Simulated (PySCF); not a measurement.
PySCF 2.14 output of an unrestricted PBE0 calculation on a single atom or ion in cc-pVTZ-X2C, with scalar relativity by spin-free X2C-1e:

```
SCF conv_tol = 1e-09
number electrons alpha = 36  beta = 34
    C. Adamo and V. Barone.,  J. Chem. Phys. 110, 6158 (1999)
    M. Ernzerhof and G. E. Scuseria.,  J. Chem. Phys. 110, 5029 (1999)
cycle= 1 E= -14059.0376312315  delta_E= 0.0172  |g|= 0.846  |ddm|= 0.311
cycle= 2 E= -14058.698271149  delta_E= 0.339  |g|= 2.33  |ddm|= 0.555
cycle= 3 E= -14059.0933114579  delta_E= -0.395  |g|= 0.101  |ddm|= 0.388
cycle= 4 E= -14059.0943829619  delta_E= -0.00107  |g|= 0.0253  |ddm|= 0.0403
cycle= 5 E= -14059.0944618987  delta_E= -7.89e-05  |g|= 0.00165  |ddm|= 0.012
cycle= 6 E= -14059.0944627018  delta_E= -8.03e-07  |g|= 0.000119  |ddm|= 0.00171
cycle= 7 E= -14059.0944627135  delta_E= -1.18e-08  |g|= 5.73e-05  |ddm|= 0.000359
cycle= 8 E= -14059.0944627146  delta_E= -1.01e-09  |g|= 1.16e-05  |ddm|= 0.000104
cycle= 9 E= -14059.0944627146  delta_E= -5.28e-11  |g|= 2.44e-06  |ddm|= 3.15e-05
converged SCF energy = -14059.0944627146  <S^2> = 2.0055907  2S+1 = 3.0037248
```

The run itself started from symmetry-adapted Hartree-Fock orbitals and held the occupation by maximum overlap, on a logarithmic radial grid, so the iterations belong to that start.

Question: Which element, charge and spin multiplicity is this?

Answer: Yb (ytterbium, neutral), multiplicity 3; the state was [Xe] 4f14 5d2, high-spin 3F determinant (an excited configuration).

Spin-orbit coupling, absent here, splits the open shell strongly.
